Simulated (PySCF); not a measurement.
1,1-dichlorobuta-1,3-diene (C₄H₄Cl₂), SMILES ClC(Cl)=CC=C. Atoms are numbered in the order given.

```xyz
10

C     -0.4643    -3.2593     0.0000
C      0.1140    -2.0460     0.0000
C     -0.6355    -0.8033     0.0000
C     -0.1073     0.4358     0.0000
Cl     1.6005     0.7537     0.0000
Cl    -1.1006     1.8587     0.0000
H     -1.5525    -3.3748     0.0000
H      0.1343    -4.1729     0.0000
H      1.2046    -1.9632     0.0000
H     -1.7273    -0.8640     0.0000
```

The structure is a stationary point at B3LYP-D3(BJ)/def2-SVP. Other conformers were not sampled.

Computed with ωB97X/def2-TZVP (PySCF).

The molecule is in vacuum.

* **total energy**: -1075.22039 hartree
* **point group**: Cs
* **highest occupied level**: -8.97 eV
* **lowest empty level**: 0.57 eV
* **orbital gap**: 9.54 eV
* **dipole moment**: 0.337 e·Å
* **quadrupole, principal values (traceless, Buckingham form, about the centre of nuclear charge)**: -5.77, 2.06, 3.71 D·Å
* **mean static polarisability**: 79.2 bohr³ (11.74 Å³)
* **polarisability, principal values**: 42.9, 72.0, 122.8 bohr³
